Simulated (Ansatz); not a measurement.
Relaxation of H₆O₃Sn (10 atoms, charge 0, multiplicity 1), to a largest force component of 0.03 eV/Å in at most 50 steps.

These are results of RKS BHLYP-D4/def2-SVP (Ansatz), not measurements.

```xyz
10
Properties=species:S:1:pos:R:3:forces:R:3
Sn 0.420 0.287 -0.273 0.04 -0.04 -0.16
H -1.211 0.485 2.169 -1.57 -0.64 -0.25
O 1.773 0.066 -1.670 -0.01 0.00 0.00
H 2.008 -0.849 -1.822 0.00 0.00 0.00
H -0.895 1.223 -0.765 0.00 0.00 0.00
O 0.001 -1.579 0.163 -0.06 0.00 0.05
H -0.512 -1.720 0.957 0.06 0.00 -0.04
O 1.329 1.145 1.240 0.13 0.04 0.02
H 2.283 1.128 1.174 -0.01 0.00 0.00
H -0.568 0.765 2.313 1.42 0.63 0.38
```

**Question.** Where does it end, and by what steps?

**Answer.** It converged. The force dipped under the threshold on the way, but the program's further checks kept it going. After 22 steps the energy has fallen by 0.104 eV; H2 moved furthest, 1.49 Å.

```csv
step,energy less start (eV),largest force component (eV/Å),accepted
0,0.0000,1.573,yes
1,-0.0563,0.191,yes
2,-0.0667,0.108,yes
3,-0.0197,1.165,no
4,-0.0693,0.172,yes
5,-0.0728,0.086,yes
6,-0.0753,0.046,yes
7,-0.0769,0.033,yes
8,-0.0785,0.343,yes
9,-0.0810,0.184,yes
10,-0.0831,0.025,yes
11,-0.0872,0.253,yes
12,-0.0903,0.239,yes
13,-0.0937,0.189,yes
14,-0.0958,0.182,yes
15,-0.0974,0.167,yes
16,-0.0998,0.106,yes
17,-0.1017,0.063,yes
18,-0.1030,0.071,yes
19,-0.1037,0.060,yes
20,-0.1041,0.062,yes
21,-0.1044,0.062,yes
22,-0.1045,0.024,yes
```

```xyz
10
Properties=species:S:1:pos:R:3
Sn 0.375 0.430 -0.710
H -0.467 -0.291 3.207
O 2.097 -0.254 -1.351
H 2.188 -1.203 -1.274
H -0.434 1.341 -1.878
O -0.669 -1.112 -0.104
H -0.769 -1.151 0.847
O 0.775 1.485 0.900
H 1.703 1.504 1.129
H -0.170 0.202 2.718
```

Whether the end is a true minimum wasn't checked by a vibrational analysis.

Time of the run: 62 s on 2 threads of Arm Neoverse V1, with other jobs on the host, peak memory 0.22 GiB.
